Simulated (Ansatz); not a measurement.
```xyz
7

O    -0.183    0.264    1.895
Mo    0.031    0.252    0.269
O    -0.730   -1.375   -0.188
Cl   -1.740    1.320   -0.690
Cl    1.212    2.184   -0.032
Cl    2.033   -0.780   -0.243
H    -0.623   -1.864   -1.011
```

Charge 0, multiplicity 1. Mo: def2 effective core potential.

(1) List the PBE/def2-TZVPP orbital energies in eV (Ansatz). (Estimate.)

Answers

(1) Computed: Occupied: -2739.47, -2739.32, -2739.19, -512.62, -512.11, -250.04, -249.89, -249.76, -190.70, -190.58, -190.57, -190.54, -190.45, -190.43, -190.42, -190.31, -190.28, -70.47, -44.78, -44.33, -44.16, -25.97, -24.32, -20.72, -20.38, -20.21, -14.19, -11.71, -11.44, -11.32, -10.92, -10.52, -10.05, -9.53, -9.33, -8.63, -8.31, -8.31, -8.12, -7.88, -7.33. Lowest empty: -5.43, -3.91, -3.89, -2.77, -1.84, -0.85, 0.50, 0.84.
